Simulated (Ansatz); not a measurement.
Energy difference R1 → 2 P1, each structure at its B3LYP-D3(BJ)/def2-TZVP stationary point, reached from a drawn start (curvature not checked).
P1: S atom, charge 0, multiplicity 3.
R1, S2 (SMILES S=S) (charge 0, multiplicity 3):
```xyz
2

S      0.0000     0.0000    -0.9518
S      0.0000     0.0000     0.9518
```

P less R. No zero-point or thermal terms; open shells are unrestricted; no spin–orbit coupling.

Correlated levels freeze the cores.

Run with Ansatz (a program for electronic structure) with Gaussian orbitals. No computed number here is a measurement.

```tsv
level	reaction energy (eV)
HF/cc-pV(Q+d)Z	2.233
BLYP/def2-TZVPP	4.658
PBE0/def2-TZVPP	4.622
wB97M-V/def2-TZVPP	4.556
MP2/cc-pV(Q+d)Z	4.558
SCS-MP2/cc-pV(T+d)Z	4.123
SCS-MP2/cc-pV(Q+d)Z	4.315
CCSD/cc-pV(Q+d)Z	…
CCSD(T)/cc-pV(Q+d)Z	…
```

Q: What belongs in the gaps?

A: 
- CCSD/cc-pV(Q+d)Z, reaction energy (eV): 4.031
- CCSD(T)/cc-pV(Q+d)Z, reaction energy (eV): 4.327
